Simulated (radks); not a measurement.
Results of a calculation; reference values are marked as such.
Task: Valence configurations of Sm2+ (all share [Xe]). Code: a radial shooting solver on a logarithmic mesh with Libxc functionals. Model: scalar-relativistic Kohn-Sham, PBE, spin-unpolarised, spherical densities, finite nucleus; Fermi nuclear charge, rms radius 5.0819 fm. Order these by energy: 4f4 5d0.5 6s1.5; 4f4 5d1.5 6s0.5; 4f5 6p1; 4f4 5d1 6s1; 4f6; 4f4 6s2; 4f5 5d1; 4f5 6s1; 4f5.5 6p0.5; 4f4 6p2.

Result: From the lowest, in eV above it: 4f6 0.000; 4f5.5 6p0.5 3.711; 4f5 5d1 4.140; 4f5 6s1 4.964; 4f5 6p1 9.271; 4f4 5d1.5 6s0.5 13.740; 4f4 5d1 6s1 14.689; 4f4 5d0.5 6s1.5 15.816; 4f4 6s2 17.123; 4f4 6p2 26.797. NIST lists [Xe] 4f6 as the ground configuration; this level of theory agrees among the configurations tried. The energies are those of spherical spin-averaged densities, not of single terms.
